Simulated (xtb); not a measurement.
xtb input (GFN2-xTB):

```bash
xtb mol.xyz --gfn 2 --ohess tight --chrg -1 --uhf 0
```
mol.xyz:
```
7

C     -0.66154672    -0.10941899     0.04902965
C      0.83976063     0.10977757     0.36101141
Cl     1.70920913    -1.42405694     0.06215372
Cl     1.55941811     1.41097529    -0.67005846
Cl    -1.65485746     1.32095340     0.50229022
H     -0.81693753    -0.27419420    -0.98001565
H     -1.05124252    -0.96472920     0.61650819
```

End of the output:

```
   ------------------------------------------------------------------------

         :::::::::::::::::::::::::::::::::::::::::::::::::::::
         ::                  THERMODYNAMIC                  ::
         :::::::::::::::::::::::::::::::::::::::::::::::::::::
         :: total free energy         -19.146322959436 Eh   ::
         ::.................................................::
         :: total energy              -19.147856670144 Eh   ::
         :: zero point energy           0.033177059416 Eh   ::
         :: G(RRHO) w/o ZPVE           -0.031643348708 Eh   ::
Note: The following floating-point exceptions are signalling: IEEE_UNDERFLOW_FLAG IEEE_DENORMAL
normal termination of xtb
         :: G(RRHO) contrib.            0.001533710708 Eh   ::
         :::::::::::::::::::::::::::::::::::::::::::::::::::::

optimized geometry written to: xtbopt.xyz

           -------------------------------------------------
          | TOTAL ENERGY              -19.147856670144 Eh   |
          | TOTAL ENTHALPY            -19.107638491352 Eh   |
          | TOTAL FREE ENERGY         -19.146322959436 Eh   |
          | GRADIENT NORM               0.000181229794 Eh/α |
          | HOMO-LUMO GAP               4.144546851165 eV   |
           -------------------------------------------------

------------------------------------------------------------------------
------------------------------------------------------------------------
 total:
 SCF:
 ANC optimizer:
 analytical hessian:
```

It need not be the lowest isomer of its formula. Whether it binds its extra electron was not tested at this geometry.
